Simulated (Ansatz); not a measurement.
`CCO[Si](O)(O)O` and `O[Si](O)(O)[O][AlH2]` differ in one atom or group.

Ansatz, PBE0-D4/def2-TZVP geometries, multiplicity 1. Each molecule was computed in one conformer, which needn't be the lowest.

```json
{"property": "HOMO–LUMO gap (B3LYP/def2-TZVPP) / eV", "`CCO[Si](O)(O)O`": "8.26"}
{"property": "HOMO–LUMO gap (PBE/def2-TZVPP) / eV", "`CCO[Si](O)(O)O`": "6.38"}
{"property": "HOMO energy (B3LYP/def2-TZVPP) / eV", "`CCO[Si](O)(O)O`": "-8.04"}
{"property": "LUMO energy (PBE0/def2-TZVPP) / eV", "`CCO[Si](O)(O)O`": "0.60"}
{"property": "HOMO–LUMO gap (ωB97M-V/def2-TZVPP) / eV", "`CCO[Si](O)(O)O`": "12.77"}
{"property": "size of the dipole moment (B3LYP/def2-TZVPP) / D", "`CCO[Si](O)(O)O`": "0.36"}
```

**Question.** Give the same properties after the change, and the shifts. (Estimate.)

**Answer.** Computed: 
| property | `O[Si](O)(O)[O][AlH2]` | shift |
| --- | --- | --- |
| HOMO–LUMO gap (B3LYP/def2-TZVPP) / eV | 6.80 | -1.46 |
| HOMO–LUMO gap (PBE/def2-TZVPP) / eV | 5.05 | -1.33 |
| HOMO energy (B3LYP/def2-TZVPP) / eV | -8.11 | -0.07 |
| LUMO energy (PBE0/def2-TZVPP) / eV | -1.08 | -1.68 |
| HOMO–LUMO gap (ωB97M-V/def2-TZVPP) / eV | 11.05 | -1.72 |
| size of the dipole moment (B3LYP/def2-TZVPP) / D | 1.08 | 0.72 |

Dipoles are sizes alone; their direction can turn.

B3LYP here is the variant with VWN-RPA as its local correlation; programs differ in this.
